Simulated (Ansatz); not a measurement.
```yaml
crystal:
  periodic: [false, false, false]
  atoms:
    - {symbol: Cs, position_ang: [0.007118, -0.001709, 0.002855]}
    - {symbol: Cs, position_ang: [1.303258, 4.476788, -0.584787]}
    - {symbol: Cs, position_ang: [-1.310377, -4.475080, 0.581931]}
basis:
  gaussian: {orbitals: def2-TZVPD}
total_charge: -2
magnetization: {spin_polarized: true, initial_magnetization: 1}
hamiltonian: {xc: {name: wPBEh}}
scf: {omitted_lower_state_checks: [starts]}
```

```sh
$ ansatz run in.yaml --threads 4 --pin off --events-out ev --progress --plain --max-ram 3916MiB
```

Output, abridged:

```
Functional definition: wPBEh
927 factors; their error is unknown
225 factors; integrals over basis functions are off by at most 6.3e-6 eV
mean field evaluation 1: about -1642.5603 eV, gradient 7.2e0 eV
mean field evaluation 2: about -1637.7815 eV, gradient 1.8e1 eV
mean field evaluation 4: about -1644.0875 eV, gradient 4.2e-1 eV
mean field evaluation 8: about -1644.1040 eV, gradient 6.9e-2 eV
mean field evaluation 16: about -1644.1044 eV, gradient 4.9e-4 eV
mean field evaluation 32: about -1644.1044 eV, gradient 6.5e-6 eV
a density is far from that of the atoms, so the factors are made again for it
924 factors; integrals over basis functions are off by at most 2.7e-4 eV
231 factors; integrals over basis functions are off by at most 4.7e-6 eV
mean field -1644.10466548 eV, -60.4197320424 hartree, gradient 2.1e-6 eV, S^2 0.829440; 0 other end points of the search recorded, 0 dependent functions left out
reference -1644.10469715 eV, -60.4197332061 hartree; 15, 14 occupied and 81, 82 virtual orbitals, 924 factors
Total energy: -1644.10469715 eV, -60.4197332061 hartree
Checks for a lower state left out: starts
```

It took 15 s on 4 threads of Intel Xeon on a shared host.

In the def2 sets Cs takes a core potential; there is no spin–orbit coupling. A multiply charged anion in the gas phase is held together partly by the finite basis.
